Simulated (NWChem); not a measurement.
# An input for CH4OZn (SMILES [CH3][Zn][OH])

The species is CH4OZn (7 atoms), meant as a singlet with charge 0. As SMILES, `[CH3][Zn][OH]`. The coordinates come from a PBE0-D4/def2-TZVP relaxation. The run starts from this shape.

```xyz
7

C    -0.0253   -1.8789    0.0000
Zn    0.0065    0.0407    0.0000
O    -0.0867    1.8182    0.0000
H    -0.5100   -2.2554   -0.9031
H    -0.5729   -2.2539    0.8670
H     0.9895   -2.2805    0.0365
H     0.7428    2.2970    0.0001
```

Settings wanted:

* task: optimise
* method: HF
* basis set: 3-21G
* integral approximation: none
* reference: RHF
* SCF convergence threshold: 1e-07
* iteration cap: 80
* symmetry: auto
* opt iter: 60
* temperatures: (298.15, 573.15) K
* module: scf
* coordinates: internal
* d and f functions: spherical

**Question.** Give an NWChem 7.3.0 job that does this.

**Answer.** This one ran through:

test.nw:
```
start test
title "CH4OZn"
memory total 2200 mb

geometry units angstrom
  C       -0.984000       0.656300      -0.330100
  Zn       0.573500      -0.400800       0.047300
  O        2.028700      -1.399800       0.276400
  H       -1.755800       0.047700      -0.805700
  H       -0.734800       1.481900      -0.999900
  H       -1.397000       1.075000       0.590000
  H        2.330400      -1.528500       1.176300
end

basis "ao basis" spherical bse
  * library 3-21G
end

scf
  thresh 1e-07
  maxiter 80
  print low
end

driver
  maxiter 60
end

freq
  temp 2 298.15 573.15
end

task scf optimize
task scf frequencies
```

```bash
$ nwchem test.nw > test.out
```

Calculated total energy at the end of the run: -1883.44227 Eh. One or more modes are imaginary (lowest 27i cm⁻¹).
